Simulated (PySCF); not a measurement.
# Electron correlation in Os⁺ (osmium, charge +1)

[Xe] 4f14 5d5 6s1 6p1, high-spin 8P determinant (an excited configuration). Calculation: PySCF 2.14, in def2-QZVPPD with the def2 core potential (60 electrons) (7s5p4d4f2g, 88 functions); scalar relativity through the core potential. Frozen: 5s2 5p6; 7 electrons correlated.

MP2 pair energies summed by pair of shells (mhartree):

```
 pair  energy  share (%)
5d-5d  -54.25       63.1
5d-6s  -17.95       20.9
5d-6p  -11.84       13.8
6s-6p   -1.88        2.2
```

Total MP2 correlation energy: -85.92 mhartree.

Same-spin part -85.92 and opposite-spin part 0.00 mhartree; SCS-MP2 scales them by 1/3 and 6/5 to -28.64 mhartree.
